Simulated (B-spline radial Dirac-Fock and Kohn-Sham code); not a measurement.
# Si 2p1/2: cross section and angular parameters

System: the Si atom, configuration [Ne] 3s2 3p2; threshold 99.80 eV (tabulated edge). These are calculated numbers from a radial B-spline solver; the model is Dirac-Hartree-Slater photoionisation with a Latter tail; cross sections with all multipoles, angular parameters from the dipole term and its interference with E2.

Input of the calculation (task.json; shells as n, l, electrons):

```json
{"items": [{
  "Z": 14,
  "q": 0,
  "cfg": [[1, 0, 2], [2, 0, 2], [2, 1, 6], [3, 0, 2], [3, 1, 2]],
  "A": 28,
  "rrms": 3.1224,
  "do": "xps",
  "hv": [60, 69.5, 101.0, 124.0, 147.0, 169.0, 299.0, 319.0, 354.0, 358.0, 366.0, 393.0, 400, 501.0, 524.0, 672.0, 1000, 1060.0, 1160.0, 1230.0, 2000, 2470.0, 2984.4, 3340.0, 5414.7, 6020.0, 8047.8, 8370.0, 9251.7],
  "edges": {"K": 1839.0, "L1": 149.7, "L2": 99.8, "L3": 99.2}
}]}
```

Run with: `python xray2_run.py task.json out`

For linearly polarised light dσ/dΩ = σ/(4π) [1 + β P₂(cos θ) + (δ + γ cos²θ) sin θ cos φ], with θ from the polarisation vector and φ the angle between the beam and the projection of the electron momentum on the plane normal to the polarisation.

| hν (eV) | σ (kb) | β | γ | δ |
| --- | --- | --- | --- | --- |
| 124 | 1520 | 0.792 | -0.030 | 0.010 |
| 147 | 1400 | 1.123 | -0.010 | 0.011 |
| 169 | 1150 | 1.280 | 0.009 | 0.011 |
| 299 | 350 | 1.484 | 0.121 | 0.015 |
| 319 | 300 | 1.486 | 0.137 | 0.015 |
| 354 | 232 | 1.483 | 0.163 | 0.016 |
| 358 | 225 | 1.483 | 0.166 | 0.016 |
| 366 | 213 | 1.481 | 0.171 | 0.017 |
| 393 | 178 | 1.475 | 0.190 | 0.017 |
| 400 | 170 | 1.473 | 0.195 | 0.018 |
| 501 | 94.0 | 1.434 | 0.256 | 0.021 |
| 524 | 83.3 | 1.424 | 0.269 | 0.022 |
| 672 | ? | ? | ? | ? |
| 1000 | 12.9 | 1.206 | 0.457 | 0.041 |
| 1060 | 10.8 | 1.181 | 0.474 | 0.043 |
| 1160 | 8.17 | 1.142 | 0.500 | 0.048 |
| 1230 | 6.80 | 1.116 | 0.517 | 0.051 |
| 2000 | 1.41 | 0.888 | 0.651 | 0.084 |
| 2470 | 0.690 | 0.788 | 0.703 | 0.103 |
| 2984.4 | 0.360 | 0.702 | 0.748 | 0.124 |
| 3340 | 0.243 | 0.653 | 0.773 | 0.137 |
| 5414.7 | 0.0432 | 0.467 | 0.885 | 0.205 |
| 6020 | 0.0293 | 0.432 | 0.912 | 0.223 |
| 8047.8 | 0.00996 | 0.345 | 0.994 | 0.276 |
| 8370 | 0.00859 | 0.334 | 1.005 | 0.284 |
| 9251.7 | 0.00588 | 0.307 | 1.036 | 0.305 |

Problem. Give the values at 672 eV.

Solution. σ = 41.7 kb, β = 1.354, γ = 0.340, δ = 0.027.
